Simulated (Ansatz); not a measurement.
Reaction (ligand exchange at the Al–C bond): `C/C=[C](\N)[AlH2]` + `[CH2]1[NH][AlH]1` → `[AlH2][N]1[CH2][AlH]1` + `C/C=C/N`

Computed with Ansatz on PBE0-D4/def2-TZVP structures; ΔE is electronic, products minus reactants. CBS: MP2 limit from def2 TZ/QZ plus the TZ coupled-cluster correction, frozen cores. Double bonds are as drawn, so ΔE can hold a change between cis and trans. DFT in def2-TZVPP. B3LYP here is the variant with VWN-RPA as its local correlation; programs differ in this. Each species was taken in one conformer, which may not be the lowest.

| level | ΔE (kJ/mol) | difference from CCSD(T)/CBS |
| --- | --- | --- |
| revPBE-D4 | -87.5 | 9.8 |
| BLYP-D4 | -94.9 | 2.4 |
| r2SCAN-D4 | -96.3 | 1.0 |
| r2SCANh-D4 | -96.7 | 0.6 |
| BHLYP-D4 | -102.1 | -4.8 |
| ωB97M-V | -95.4 | 1.9 |
| B2PLYP | -101.6 | -4.3 |
| B3LYP | -100.3 | -3.0 |
| r2SCANh | -97.2 | 0.1 |
| LC-ωPBE | -94.7 | 2.6 |
| MP2/def2-SVP | -107.7 | -10.4 |
| CCSD/def2-SVP | -107.3 | -10.0 |
| HF/def2-TZVPP | -112.0 | -14.7 |
| CCSD(T)/def2-TZVPP | -100.2 | -2.9 |
| HF/def2-QZVPP | -112.3 | -15.0 |
| HF/CBS(def2) | -112.4 | -15.1 |
| CCSD(T)/CBS | -97.3 | 0 |

Largest T1 diagnostic among the species: 0.015.

Leaving LDA and LC-ωPBE aside and taking each functional with its dispersion term where it has one, the values spread over 14.6 kJ/mol, from BHLYP-D4 to revPBE-D4. LDA lies +6.8 kJ/mol from PBE without D4. From BLYP to BHLYP (50 % exact exchange), in def2-TZVPP and without D4, ΔE moves by −4.6 kJ/mol.
